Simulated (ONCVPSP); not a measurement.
What one change does to a pseudopotential (Ti (Z = 22), ONCV)

ONCVPSP 4.0.1 input, shortened (lines: element, Z, core and valence counts, functional; n l f; lmax; l rc ep ncon nbas qcut; lloc lpopt rc5 dvloc0; l nproj debl; icmod fcfact rcfact), LDA (Perdew-Wang 92), scalar-relativistic:

```
  Ti 22.00    3    4  -001012      upf
    1    0    2.00
    2    0    2.00
    2    1    6.00
    3    0    2.00
    3    1    6.00
    3    2    2.00
    4    0    2.00
    2
    0    1.45    0.00    4    9   10.50
    1    1.60    0.00    3    6    8.10
    2    2.20    0.00    4    9    8.60
    4    1    1.35    6.00
    0    2    0.50
    1    2    1.00
    2    2    1.90
    3    2.50    1.10
```

In the p channel the program set the typed energies aside and used -1.426, 0.250 Ha.

All-electron outer shells of the reference configuration (LDA (PZ), scalar-relativistic, ld1.x):

```csv
shell,level (eV),outermost node (bohr),outermost maximum (bohr)
2p,-443.98,–,0.22
3s,-62.26,0.40,0.87
3p,-38.78,0.37,0.90
4s,-4.60,1.25,2.88
3d,-4.46,–,0.97
```

Change: all radii but the core radius scaled by about 0.95 (s 1.38, p 1.52, d 2.10 bohr); local potential polynomial inside 1.28 bohr (lpopt 1, dvloc0 6 Ha).

Cutoffs: the cutoffs (Ha) at which the residual kinetic energy of the hardest occupied pseudo-wave falls to 1 and 0.1 mHa per electron; they do not see the model core or the augmentation charge, which bear on the density cutoff. Errors are all-electron minus pseudo energies relative to the spin-unpolarised reference configuration.

Task: What does the change do?

Result: The potential gets neither clearly harder nor softer (31 Ha and 38 Ha → 33 Ha and 39 Ha); the errors of the 4 common tests hardly move; neither file shows a bound ghost.

```csv
quantity,base,changed
"cutoff, loose",31 Ha,33 Ha
"cutoff, tight",38 Ha,39 Ha
loose cutoff by channel,"s 31 Ha, p 20 Ha, d 23 Ha","s 33 Ha, p 20 Ha, d 24 Ha"
bound ghosts,none,none
GHOST(+) flags under 300 eV,none,none
"error for 3s2 3p6 3d2 4s1, meV [ΔE 7.53 eV]",+0.3,+0.2
"error for 3s2 3p6 3d2 4s0, meV [ΔE 21.32 eV]",+1.9,+1.8
"error for 3s2 3p6 3d1 4s0, meV [ΔE 48.52 eV]",+104,+90
"error for 3s2 3p6 3d1 4s2, meV [ΔE 9.98 eV]",+100,+87
"rms error of d²Exc/dni dnj with the model core, mHa",1.71,1.78
```
